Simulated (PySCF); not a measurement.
Al(F)2(NH2) (AlF2H2N), SMILES [NH2][Al]([F])[F]. Geometry optimised at PBE0-D3(BJ)/def2-SVP. One conformer was computed; it need not be the lowest.

TDDFT-ωB97X/def2-SVPD run with PySCF puts the lowest singlet excitations at 6.32, 8.28, 8.33, 8.99, 9.13, 9.40 eV.

**Question.** What are the lowest excitation roots from ADC(2)/aug-cc-pVDZ run with PySCF? (The exact figures need the calculation; the answer reports its results.)

**Answer.** 5.85, 7.35, 7.64, 7.67, 8.59, 8.64 eV. S1 differs by -0.46 eV (second minus first; roots are paired by order, and the bases may differ).
